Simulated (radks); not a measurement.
Values are calculated unless marked as measured or tabulated.
Effect of the nuclear size on the tin ion Sn+, [Kr] 4d10 5s2 5p1. Level of theory: Dirac Kohn-Sham, PBE, spin-unpolarised, spherical densities, finite nucleus; open shells fill j = l - 1/2 first; Fermi nuclear charge, rms radius 4.6519 fm (a radial shooting solver on a logarithmic mesh with Libxc functionals). The rms radius is varied about that value; shifts are against it.

rms radius (fm),total energy shift (eV),density at nucleus (e/bohr^3),1s1/2 shift (meV),2s1/2 shift (meV),3p1/2 shift (meV),4s1/2 shift (meV),4p1/2 shift (meV),5s1/2 shift (meV)
4.0425,-1.01,1.953e+05,-424,-48.5,0.564,-1.79,0.167,-0.161
4.3263,-0.555,1.933e+05,-233,-26.6,0.309,-0.982,0.091,-0.088
4.6519,0,1.911e+05,0.000,0.000,0.000,0.000,0.000,0.000
5.0706,0.763,1.886e+05,320,36.6,-0.426,1.35,-0.126,0.121
5.2753,1.16,1.875e+05,485,55.5,-0.645,2.05,-0.191,0.184

Slopes of the eigenvalues against <r^2> in GHz/fm^2, as finite differences over the two radii next to the reference (eigenvalue slopes, not the field-shift constants of lines): 1s1/2 19100, 2s1/2 2190, 3p1/2 -25.4, 4s1/2 80.7, 4p1/2 -7.51, 5s1/2 7.25.
